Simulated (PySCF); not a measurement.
B(Me)(NH2)2, SMILES CB(N)N (CH7BN2), B3LYP/def2-SVP optimised geometry.

```
11

B     -0.06    -0.07     0.00
C     -0.84    -1.46     0.00
H     -0.55    -2.07    -0.87
H     -1.93    -1.34    -0.02
H     -0.59    -2.05     0.90
N     -0.78     1.16     0.00
H     -0.35     2.07     0.00
H     -1.79     1.19     0.00
N      1.36    -0.07     0.00
H      1.93     0.77     0.00
H      1.91    -0.92     0.00
```

Density from PySCF 2.14.0 with B3LYP/def2-TZVP at that geometry.

Minimum of the electron density along straight lines between bonded atoms, close to the bond critical point (lines longer than 1.1 times the sum of covalent radii, or with two minima, are not listed):

```json
[
 {"bond": "B1–C2", "length / Å": "1.594", "ρ at the minimum / e bohr⁻³": "0.182", "∇²ρ there / e bohr⁻⁵": "-0.34", "position (fraction from the first atom)": "0.33"},
 {"bond": "C2–H3", "length / Å": "1.104", "ρ at the minimum / e bohr⁻³": "0.265", "∇²ρ there / e bohr⁻⁵": "-0.86", "position (fraction from the first atom)": "0.63"},
 {"bond": "C2–H4", "length / Å": "1.102", "ρ at the minimum / e bohr⁻³": "0.268", "∇²ρ there / e bohr⁻⁵": "-0.88", "position (fraction from the first atom)": "0.63"},
 {"bond": "C2–H5", "length / Å": "1.104", "ρ at the minimum / e bohr⁻³": "0.265", "∇²ρ there / e bohr⁻⁵": "-0.86", "position (fraction from the first atom)": "0.63"},
 {"bond": "B1–N6", "length / Å": "1.421", "ρ at the minimum / e bohr⁻³": "0.203", "∇²ρ there / e bohr⁻⁵": "0.50", "position (fraction from the first atom)": "0.33"},
 {"bond": "N6–H7", "length / Å": "1.013", "ρ at the minimum / e bohr⁻³": "0.336", "∇²ρ there / e bohr⁻⁵": "-1.60", "position (fraction from the first atom)": "0.73"},
 {"bond": "N6–H8", "length / Å": "1.011", "ρ at the minimum / e bohr⁻³": "0.338", "∇²ρ there / e bohr⁻⁵": "-1.64", "position (fraction from the first atom)": "0.73"},
 {"bond": "B1–N9", "length / Å": "1.422", "ρ at the minimum / e bohr⁻³": "0.203", "∇²ρ there / e bohr⁻⁵": "0.49", "position (fraction from the first atom)": "0.33"},
 {"bond": "N9–H10", "length / Å": "1.012", "ρ at the minimum / e bohr⁻³": "0.336", "∇²ρ there / e bohr⁻⁵": "-1.60", "position (fraction from the first atom)": "0.73"},
 {"bond": "N9–H11", "length / Å": "1.011", "ρ at the minimum / e bohr⁻³": "0.337", "∇²ρ there / e bohr⁻⁵": "-1.64", "position (fraction from the first atom)": "0.73"}
]
```
